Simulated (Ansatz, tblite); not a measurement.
Cost and result up the ladder for SiHMe2(SiH3) (C₂H₁₀Si₂) (14 atoms). The state is a singlet with charge 0. Geometry: PBE-D4/def2-SVP.

```xyz
14

Si    0.235    0.003   -0.523
H     0.521    0.306   -1.975
C     1.738    0.498    0.523
H     1.974    1.575    0.402
H     2.633   -0.085    0.221
H     1.550    0.307    1.599
C    -0.139   -1.847   -0.338
H    -1.000   -2.145   -0.970
H    -0.382   -2.099    0.714
H     0.738   -2.455   -0.644
Si   -1.643    1.269    0.128
H    -1.428    2.743   -0.107
H    -1.918    1.075    1.599
H    -2.880    0.852   -0.628
```

Ansatz on 4 threads of Intel Xeon on a shared host; xTB runs through tblite on one thread. Times are rough, summed over both states, and most runs start from the orbitals of an earlier one. PBE0-D4/def2-TZVP serves as the yardstick here, not as an exact answer. The other state is a doublet.

The xTB rows come from tblite.

Raw xTB energies of ions are shifted by several eV.

```json
{"level": "PBE0-D4/def2-TZVP", "functions": "196", "vertical IE (eV)": "9.67", "difference from PBE0-D4/def2-TZVP (eV)": "0.00"}
{"level": "PBE-D4/def2-TZVP (with forces)", "functions": "196", "vertical IE (eV)": "9.47", "difference from PBE0-D4/def2-TZVP (eV)": "-0.20"}
{"level": "GFN2-xTB", "functions": "36", "vertical IE (eV)": "12.30", "difference from PBE0-D4/def2-TZVP (eV)": "2.62"}
{"level": "GFN1-xTB", "functions": "46", "vertical IE (eV)": "13.34", "difference from PBE0-D4/def2-TZVP (eV)": "3.67"}
{"level": "r2SCAN-D4/def2-TZVP", "functions": "196", "vertical IE (eV)": "9.56", "difference from PBE0-D4/def2-TZVP (eV)": "-0.12"}
```

Task: Estimate how long each takes.

Result: GFN2-xTB 0.04 s; GFN1-xTB 0.052 s; PBE-D4/def2-TZVP (with forces) 13 s; PBE0-D4/def2-TZVP 16 s; r2SCAN-D4/def2-TZVP 19 s. On shared hardware such times vary by a factor of up to 3.
